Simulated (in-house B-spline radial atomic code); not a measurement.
Cu: [Ar] 3d10 4s1

Computed with a B-spline radial code for spherical atoms: non-relativistic B97-1, spin-polarised, spherical fractional occupations, exact exchange averaged over the configuration, point nucleus.

Effective charges: Z_r = [3n² - l(l+1)]/(2<r>) from the radius, Z_e = n√(-2ε) from the energy, and Slater's rules. Values are occupation-weighted means over spin.

| shell | electrons | ε (eV) | <r> (bohr) | Z_r | Z_e | Slater |
| --- | --- | --- | --- | --- | --- | --- |
| 1s | 2 | -8788 | 0.0529 | 28.35 | 25.41 | 28.70 |
| 2s | 2 | -1055 | 0.2385 | 25.16 | 17.61 | 24.85 |
| 2p | 6 | -923.91 | 0.2078 | 24.06 | 16.48 | 24.85 |
| 3s | 2 | -116.18 | 0.7226 | 18.68 | 8.77 | 17.75 |
| 3p | 6 | -75.103 | 0.755 | 16.56 | 7.05 | 17.75 |
| 3d | 10 | -6.9258 | 1.027 | 10.22 | 2.14 | 7.85 |
| 4s | 1 | -5.0238 | 3.013 | 7.97 | 2.43 | 3.70 |

The least bound orbital is 4s up at -5.024 eV, and it is also the most diffuse (<r> = 3.013 bohr).
